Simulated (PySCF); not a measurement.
**Dipole response of Nb(2+) (niobium, charge +2)**

[Kr] 4d3, high-spin 4F determinant. Computed with PySCF 2.14 in aug-cc-pVTZ-PP with ECP28MDF (6s6p5d3f2g, 88 functions), with scalar relativity through the core potential. Coupled (time-dependent) response in atomic units; α is the mean over directions.

```csv
method,mean α (bohr³),C₆ (like pair),S(−4)
UHF,10.30,53.39,47.38
PBE,11.84,61.49,75.31
PBE0,11.21,58.22,62.83
```

S(−4) is the Cauchy moment in α(ω) = α(0) + S(−4) ω² + …

Spin-orbit coupling is absent.

α(iu) at UHF:

```json
{"u (hartree)": "0", "α(iu) (bohr³)": "10.30"}
{"u (hartree)": "0.0500", "α(iu) (bohr³)": "10.19"}
{"u (hartree)": "0.100", "α(iu) (bohr³)": "9.867"}
{"u (hartree)": "0.200", "α(iu) (bohr³)": "8.881"}
{"u (hartree)": "0.300", "α(iu) (bohr³)": "7.820"}
{"u (hartree)": "0.500", "α(iu) (bohr³)": "6.101"}
{"u (hartree)": "0.750", "α(iu) (bohr³)": "4.639"}
{"u (hartree)": "1.00", "α(iu) (bohr³)": "3.636"}
{"u (hartree)": "1.50", "α(iu) (bohr³)": "2.371"}
{"u (hartree)": "2.00", "α(iu) (bohr³)": "1.638"}
{"u (hartree)": "3.00", "α(iu) (bohr³)": "0.8903"}
{"u (hartree)": "5.00", "α(iu) (bohr³)": "0.3683"}
```

A single London oscillator, α(iu) = α/(1 + u²/ω²), gives C₆ = (3/4) ω α². Matching the computed C₆ needs ω = 4 × 53.39 / (3 × 10.30²) = 0.671 hartree.

For an ion, C₆ is the dispersion term alone; charge-induced terms of lower order in 1/R come first.

Energies and moments cover only the electrons outside the core potential.
